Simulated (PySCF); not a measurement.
Electron correlation in Cl⁺ (chlorine, charge +1)

[Ne] 3s2 3p4, high-spin 3P determinant. All numbers are calculated (PySCF 2.14, no relativity, point nucleus, in cc-pV(D+d)Z (4s3p2d, 23 functions)). Frozen: [Ne]; 6 electrons correlated.

MP2 pair energies summed by pair of shells (mhartree):

```json
{"pair": "3p-3p", "energy": "-44.06", "share (%)": "48.8"}
{"pair": "3s-3p", "energy": "-38.88", "share (%)": "43.1"}
{"pair": "3s-3s", "energy": "-7.29", "share (%)": "8.1"}
```

Total MP2 correlation energy: -90.23 mhartree.

Same-spin part -22.27 and opposite-spin part -67.96 mhartree; SCS-MP2 scales them by 1/3 and 6/5 to -88.97 mhartree.

| level | correlation energy (mhartree) |
| --- | --- |
| CCSD | -111.54 |
| (T) | -1.33 |
| CCSD(T) | -112.87 |

Diagnostics: T1 = 0.0070, D1 = 0.0236, largest double amplitude 0.053.

Is a single reference adequate?

Yes: T1 lies below 0.03 and no double amplitude reaches 0.07.
